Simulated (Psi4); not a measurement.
CrFO$_{2}$ (SMILES [O]=[Cr](=[O])[F]), doublet (typed; the unrestricted solution is spin-contaminated), at a GFN2-xTB geometry (such geometries of metal compounds can be far from the true shape) (the multiplicity is a formal guess). Base run: Psi4 with M06-2X/cc-pVDZ.

The Psi4 input:
```
memory 2 GB

molecule mol {
0 2
  Cr    0.020769   -0.019108    0.018557
  O     1.470236   -0.305020   -0.409788
  O    -0.423091   -0.658385    1.345392
  F    -0.986180    0.907316   -0.881133
}

set basis cc-pvdz
set reference uks

energy('m06-2x')
print_variables()
```

Variants of this job, named by their change:

| change | ΔE vs base (µEh) | SCF cycles | grid points | basis functions |
|---|---|---|---|---|
| base | 0.0 | 15 | 87807 | 85 |
| cholesky_tolerance = 1e-6 (with scf_type cd) | -146 | 15 | 87807 | 85 |
| basis_guess = true | 0.0 | 13 | 87807 | 85 |
| dft_pruning_scheme = treutler | -1245 | 15 | 49003 | 85 |
| guess = modhuckel | 0.0 | 18 | 87807 | 85 |
| dft_spherical_points = 974 | -90.6 | 15 | 282030 | 85 |
| scf_type = mem_df | 0.0 | 15 | 87807 | 85 |
| e_convergence = 1e-10 | 0.0 | 20 | 87807 | 85 |
| cholesky_tolerance = 1e-3 (with scf_type cd) | 498 | 15 | 87807 | 85 |
| scf_type = cd | 216 | 15 | 87807 | 85 |
| scf_type = pk | -146 | 15 | 87807 | 85 |
| dft_nuclear_scheme = becke | 41.5 | 15 | 87035 | 85 |

Open shells are given as the SCF converged; they aren't shown to be the lowest states, and a large step between rows can be another state.
